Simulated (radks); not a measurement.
Removal energies from the tungsten ion W12+, [Kr] 4d10 4f13 5s2 5p1, by Delta-SCF beside the eigenvalue of the level emptied. Method: scalar-relativistic Kohn-Sham, PBE, spin-polarised, spherical densities, finite nucleus; Fermi nuclear charge, rms radius of each element as measured or else 0.836 A^(1/3) + 0.57 fm; computed with a radial shooting solver on a logarithmic mesh with Libxc functionals. Open shells are filled with parallel spins first.

removed from,final configuration,Delta-SCF (eV),-eigenvalue (eV)
5p,[Kr] 4d10 4f13 5s2,246.67,236.78
4f,[Kr] 4d10 4f12 5s2 5p1,267.33,250.58
5s,[Kr] 4d10 4f13 5s1 5p1,288.75,278.05
4d,[Kr] 4d9 4f13 5s2 5p1,476.07,458.72
